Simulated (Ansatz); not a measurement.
These are PBE-D3(BJ)/def2-TZVP (Ansatz, a program for electronic structure) values and carry that method's errors. No frequencies were computed at this level.

Ansatz 0.2 input:
```yaml
crystal:
  periodic: [false, false, false]
  atoms:
    - { symbol: O, position_ang: [-0.290735, 1.092893, -0.167452] }
    - { symbol: B, position_ang: [0.045718, -0.204894, 0.028884] }
    - { symbol: O, position_ang: [-0.794069, -1.25824, -0.014794] }
    - { symbol: S, position_ang: [1.788674, -0.547261, 0.3829] }
    - { symbol: H, position_ang: [-1.205207, 1.305432, -0.355225] }
    - { symbol: H, position_ang: [-1.720977, -1.106716, -0.198195] }
    - { symbol: H, position_ang: [2.176595, 0.718785, 0.323884] }
basis:
  gaussian: { orbitals: def2-tzvp }
hamiltonian:
  xc: pbe
  dispersion: d3bj
relax:
  max_steps: 150
```

Output:

```
Functional definition: PBE
864 factors; their error is unknown
mean field evaluation 1: about -15640.0543 eV, gradient 8.0e1 eV
mean field evaluation 2: about -15608.3504 eV, gradient 1.5e2 eV
mean field evaluation 4: about -15650.3448 eV, gradient 7.3e0 eV
mean field evaluation 8: about -15650.4604 eV, gradient 1.7e-1 eV
mean field evaluation 16: about -15650.4504 eV, gradient 1.4e-4 eV
mean field -15650.45035242 eV, -575.1434421953 hartree, gradient 1.1e-5 eV, S^2 0.000000; 0 other end points of the search recorded, 0 dependent functions left out
reference -15650.45038735 eV, -575.1434434789 hartree; 20, 20 occupied and 128, 128 virtual orbitals, 864 factors
relax step   1: F+E_penalty+E_count = -15650.56761100 eV  Δ(F+E_penalty+E_count) = +0.000e0 eV  max|allowed force component| = 1.238e0 eV/Å  Δτ_max = 0.0000 Å  (29 SCF iters, accepted)
these checks for a lower state are left out or cut short: starts, cluster_reference, orbital_swaps, neighbouring_geometries, increment
864 factors; their error is unknown
mean field -15650.49865387 eV, -575.1452172408 hartree, gradient 1.6e-5 eV, S^2 0.000000; 0 other end points of the search recorded, 0 dependent functions left out
reference -15650.49868889 eV, -575.1452185275 hartree; 20, 20 occupied and 128, 128 virtual orbitals, 864 factors
relax step   2: F+E_penalty+E_count = -15650.61539921 eV  Δ(F+E_penalty+E_count) = -4.779e-2 eV  max|allowed force component| = 6.304e-1 eV/Å  Δτ_max = 0.0217 Å  (32 SCF iters, accepted)
these checks for a lower state are left out or cut short: starts, cluster_reference, orbital_swaps, neighbouring_geometries, increment
864 factors; their error is unknown
mean field evaluation 32: about -15650.5136 eV, gradient 1.7e-5 eV
mean field -15650.51364352 eV, -575.1457681001 hartree, gradient 1.7e-5 eV, S^2 0.000000; 0 other end points of the search recorded, 0 dependent functions left out
reference -15650.51367851 eV, -575.1457693861 hartree; 20, 20 occupied and 128, 128 virtual orbitals, 864 factors
relax step   3: F+E_penalty+E_count = -15650.63005070 eV  Δ(F+E_penalty+E_count) = -1.465e-2 eV  max|allowed force component| = 1.024e-1 eV/Å  Δτ_max = 0.0251 Å  (31 SCF iters, accepted)
these checks for a lower state are left out or cut short: starts, cluster_reference, orbital_swaps, neighbouring_geometries, increment
864 factors; their error is unknown
mean field -15650.51550211 eV, -575.1458364021 hartree, gradient 1.7e-5 eV, S^2 0.000000; 0 other end points of the search recorded, 0 dependent functions left out
reference -15650.51553703 eV, -575.1458376854 hartree; 20, 20 occupied and 128, 128 virtual orbitals, 864 factors
relax step   4: F+E_penalty+E_count = -15650.63200537 eV  Δ(F+E_penalty+E_count) = -1.955e-3 eV  max|allowed force component| = 6.873e-2 eV/Å  Δτ_max = 0.0172 Å  (31 SCF iters, accepted)
these checks for a lower state are left out or cut short: starts, cluster_reference, orbital_swaps, neighbouring_geometries, increment
864 factors; their error is unknown
mean field -15650.51612413 eV, -575.1458592610 hartree, gradient 1.7e-5 eV, S^2 0.000000; 0 other end points of the search recorded, 0 dependent functions left out
reference -15650.51615898 eV, -575.1458605416 hartree; 20, 20 occupied and 128, 128 virtual orbitals, 864 factors
relax step   5: F+E_penalty+E_count = -15650.63276291 eV  Δ(F+E_penalty+E_count) = -7.575e-4 eV  max|allowed force component| = 2.790e-2 eV/Å  Δτ_max = 0.0157 Å  (32 SCF iters, accepted)
these checks for a lower state are left out or cut short: starts, cluster_reference, orbital_swaps, neighbouring_geometries, increment
864 factors; their error is unknown
mean field -15650.51613339 eV, -575.1458596012 hartree, gradient 1.7e-5 eV, S^2 0.000000; 0 other end points of the search recorded, 0 dependent functions left out
reference -15650.51616823 eV, -575.1458608818 hartree; 20, 20 occupied and 128, 128 virtual orbitals, 864 factors
relax step   6: F+E_penalty+E_count = -15650.63277751 eV  Δ(F+E_penalty+E_count) = -1.459e-5 eV  max|allowed force component| = 2.233e-3 eV/Å  Δτ_max = 0.0007 Å  (32 SCF iters, accepted)
864 factors; their error is unknown
mean field evaluation 64: about -15650.2315 eV, gradient 1.2e1 eV
mean field -15650.51613339 eV, -575.1458596012 hartree, gradient 1.7e-5 eV, S^2 0.000000; 1 other end points of the search recorded, 0 dependent functions left out
reference -15650.51616823 eV, -575.1458608818 hartree; 20, 20 occupied and 128, 128 virtual orbitals, 864 factors
Total energy: -15650.63281235 eV, -575.1501474740 hartree
Atom 0 at    -0.305385     1.125409    -0.172548 Å, force    -0.001444    -0.002233    -0.000077 eV/Å
Atom 1 at     0.054150    -0.189846     0.029622 Å, force     0.001346     0.000727     0.000110 eV/Å
Atom 2 at    -0.791392    -1.275409    -0.012050 Å, force    -0.000692     0.000920    -0.000238 eV/Å
Atom 3 at     1.805944    -0.574513     0.389340 Å, force     0.001752    -0.000920     0.000437 eV/Å
Atom 4 at    -1.248958     1.261388    -0.358994 Å, force    -0.000383     0.000903    -0.000122 eV/Å
Atom 5 at    -1.718840    -1.063269    -0.203406 Å, force    -0.000320     0.000221    -0.000045 eV/Å
Atom 6 at     2.204479     0.716238     0.328038 Å, force    -0.000258     0.000382    -0.000064 eV/Å
Dipole moment:    -0.612387     0.285326    -0.141453 e Å
```

Cost: around 27 core-seconds (rough).
